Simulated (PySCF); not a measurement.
Job file and geometry (Å, from GFN2-xTB) of an NMR shielding run on `N(CC)C(=O)[Si@H]1CC[SiH2]1`, C5H13NOSi2, GIAO PBE0/pcSseg-1 NMR shielding, non-relativistic, gas phase in PySCF; density fitting, a coarse starting grid and PySCF grid level 2 are the driver's defaults:

```
$ OMP_NUM_THREADS=1 python probes_run.py task.json out

{"job": {"kind": "nmr", "xc": "PBE0", "basis": "pcSseg-1"}, "charge": 0, "multiplicity": 1}
C      3.134346     0.029626     1.641217
C      2.688440     0.488496     0.257521
N      1.298775     0.170162     0.009078
C      0.884383    -0.697349    -0.938153
O      1.650744    -1.250581    -1.707790
Si    -1.007490    -0.949334    -1.137456
C     -2.064445    -0.716550     0.465712
C     -3.101129     0.323865    -0.023134
Si    -2.332798     0.884860    -1.697367
H      4.178789     0.284775     1.798144
H      2.539893     0.512919     2.414710
H      3.020302    -1.047563     1.736102
H      3.261251    -0.023546    -0.518557
H      2.835578     1.569958     0.153470
H      0.618416     0.559945     0.642136
H     -1.161766    -2.274499    -1.748601
H     -2.544955    -1.623925     0.827573
H     -1.496340    -0.322064     1.309907
H     -4.066624    -0.155819    -0.180893
H     -3.271453     1.109219     0.711939
H     -1.771937     2.243191    -1.620843
H     -3.302392     0.903599    -2.796350
```

Question: Write the output of this run.

Answer: 
```
coarse grid: 18888 points
cycle   1  E = -906.3977861516  dE =  1.048e+00  |g| = 8.911e-01  |ddm| = 4.186e+00
cycle   2  E = -905.7014487597  dE =  6.963e-01  |g| = 2.009e+00  |ddm| = 2.765e+00
cycle   3  E = -906.5501425981  dE = -8.487e-01  |g| = 2.750e-01  |ddm| = 2.265e+00
cycle   4  E = -906.5651371094  dE = -1.499e-02  |g| = 1.194e-01  |ddm| = 3.503e-01
cycle   5  E = -906.5684343858  dE = -3.297e-03  |g| = 2.421e-02  |ddm| = 1.179e-01
cycle   6  E = -906.5685550030  dE = -1.206e-04  |g| = 9.007e-03  |ddm| = 2.482e-02
cycle   7  E = -906.5685724423  dE = -1.744e-05  |g| = 2.001e-03  |ddm| = 8.038e-03
cycle   8  E = -906.5685732707  dE = -8.284e-07  |g| = 9.123e-04  |ddm| = 2.837e-03
final grid: 171928 points
cycle   9  E = -906.6297209195  dE = -2.929e-05  |g| = 1.306e-02  |ddm| = 3.052e-02
cycle  10  E = -906.6296294150  dE =  9.150e-05  |g| = 2.498e-02  |ddm| = 2.869e-02
cycle  11  E = -906.6297551236  dE = -1.257e-04  |g| = 3.306e-03  |ddm| = 2.083e-02
cycle  12  E = -906.6297574290  dE = -2.305e-06  |g| = 3.494e-04  |ddm| = 2.769e-03
cycle  13  E = -906.6297574570  dE = -2.796e-08  |g| = 1.556e-04  |ddm| = 6.115e-04
cycle  14  E = -906.6297574631  dE = -6.121e-09  |g| = 3.334e-05  |ddm| = 1.790e-04
cycle  15  E = -906.6297574633  dE = -2.569e-10  |g| = 7.926e-06  |ddm| = 4.406e-05
converged SCF energy = -906.6297574633

GIAO shielding tensors (ppm)
atom      isotropic    diamagn.    paramagn.     s11        s22        s33       span
  0 C      167.738     246.215     -78.477    149.941    166.561    186.713     36.773
  1 C      153.466     242.504     -89.038    120.234    168.445    171.720     51.486
  2 N      106.703     331.716    -225.012    -22.690    150.737    192.063    214.753
  3 C        7.135     251.263    -244.127    -76.750      2.338     95.819    172.568
  4 O     -143.020     400.313    -543.333   -561.848   -214.968    347.756    909.605
  5 Si     380.306     881.253    -500.947    357.278    360.119    423.521     66.243
  6 C      172.981     256.205     -83.224    153.502    174.967    190.474     36.972
  7 C      179.319     252.886     -73.568    158.142    179.388    200.426     42.284
  8 Si     400.201     880.308    -480.107    353.477    372.975    474.150    120.673
  9 H       30.581      26.022       4.559     26.161     27.449     38.134     11.973
 10 H       30.638      30.089       0.549     26.659     29.487     35.768      9.110
 11 H       30.567      29.519       1.048     26.840     28.939     35.922      9.082
 12 H       26.944      29.940      -2.996     22.033     27.971     30.828      8.795
 13 H       29.065      29.427      -0.362     22.773     28.604     35.817     13.044
 14 H       26.398      40.305     -13.907     20.682     26.881     31.632     10.950
 15 H       26.694      29.834      -3.140     23.266     25.817     31.000      7.734
 16 H       29.904      32.356      -2.452     25.232     27.960     36.520     11.288
 17 H       30.349      35.782      -5.433     26.729     29.062     35.256      8.526
 18 H       30.016      29.321       0.694     25.806     28.197     36.044     10.238
 19 H       30.207      30.468      -0.261     25.480     27.723     37.418     11.938
 20 H       27.026      29.720      -2.693     24.704     25.282     31.093      6.389
 21 H       27.090      29.161      -2.071     23.802     24.912     32.557      8.755
```

Question: Turn these shieldings into chemical shifts. δ = σ(ref) − σ, references computed at the same level: TMS for ¹³C (186.93 ppm), ²⁹Si (349.16 ppm), ¹H (31.72 ppm); ¹⁵N (267.73 ppm) against NH3; ¹⁷O (336.08 ppm) against H2O.

Answer: Averaging equivalent atoms: C 3: 179.8; C 1: 33.5; C 0: 19.2; C 6: 13.9; C 7: 7.6; N 2: 161.0; O 4: 479.1; Si 5: -31.1; Si 8: -51.0; H 14: 5.32; H 15: 5.02; H 12: 4.77; H 20: 4.69; H 21: 4.63; H 13: 2.65; H 16: 1.81; H 18: 1.70; H 19: 1.51; H 17: 1.37; H 9/10/11: 1.12 ppm. Unscaled 17O shifts of doubly bonded oxygen tend to come out too high, by tens of ppm or more. Experimental scales use liquid or dissolved standards, which lie at an offset from isolated NH3 (liquid NH3: subtract about 20 ppm) and H2O (liquid H2O: subtract about 36 ppm). Unscaled 15N shifts of sp2 nitrogen come out 20 to 40 ppm too high even then.

Size and cost of the density-fitted run: 232 basis functions, 92 s wall time on 1 thread of an Arm Neoverse N1, shared host; peak memory 1.1 GiB.
